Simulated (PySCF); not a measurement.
B(H)(Me)(OSiH3) (CH7BOSi), SMILES O([SiH3])BC. Atoms are numbered in the order given.

```xyz
11

B     -0.4755    -1.0804     0.0000
H     -1.6846    -0.9265     0.0000
C      0.1531    -2.5158     0.0000
H     -0.2057    -3.0829     0.8783
H     -0.2057    -3.0829    -0.8783
H      1.2537    -2.5159     0.0000
O      0.3142     0.0242     0.0000
Si     0.0009     1.6756     0.0000
H     -1.4685     1.9259     0.0000
H      0.6219     2.2634     1.2165
H      0.6219     2.2634    -1.2165
```

Geometry optimised at B3LYP-D3(BJ)/def2-SVP. The structure was generated by enumeration, and PubChem lists no compound with its InChIKey, so it may never have been made. The values are those of a single conformer.

The numbers are results of PBE/pcSseg-1 (PySCF), not measurements.

GIAO shieldings, no solvent; atoms alike by connectivity are averaged. δ = σ(ref) − σ: ¹¹B against BF3 (σ = 83.9 ppm); ¹H against TMS (σ = 31.49 ppm); ¹³C against TMS (σ = 182.0 ppm); ¹⁷O against H2O (σ = 334.3 ppm); ²⁹Si against TMS (σ = 335.4 ppm), references at their B3LYP-D3(BJ)/def2-TZVP geometries, non-relativistic.

| atoms | nucleus | count | δ (ppm) |
|---|---|---|---|
| B1 | ¹¹B | 1 | 41.8 |
| H2 | ¹H | 1 | ___ |
| H9, H10, H11 | ¹H | 3 | 5.52 |
| H4, H5, H6 | ¹H | 3 | ___ |
| C3 | ¹³C | 1 | ___ |
| O7 | ¹⁷O | 1 | 202.4 |
| Si8 | ²⁹Si | 1 | -24.6 |

### Question
Some entries are withheld; supply them. (Estimate from the structure and the level; the computed values follow.)

### Answer

- H2, δ (ppm): 5.93
- H4, H5, H6, δ (ppm): 0.96
- C3, δ (ppm): 13.3
